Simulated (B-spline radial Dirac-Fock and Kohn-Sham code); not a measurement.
The computed values come from a B-spline atomic structure program: Dirac-Fock ΔSCF + Breit + QED. Free neutral atoms.

Q: Order these X-ray lines by photon energy, lowest first.
A. Mn Lη
B. Zn Lβ6
C. Ni Lγ5
D. Mn Lβ4
E. Tm Mζ1
F. Ge Lη

A: A (563.1 eV), D (720.9 eV), C (878.8 eV), B (1020.7 eV), F (1064.2 eV), E (1129.5 eV).
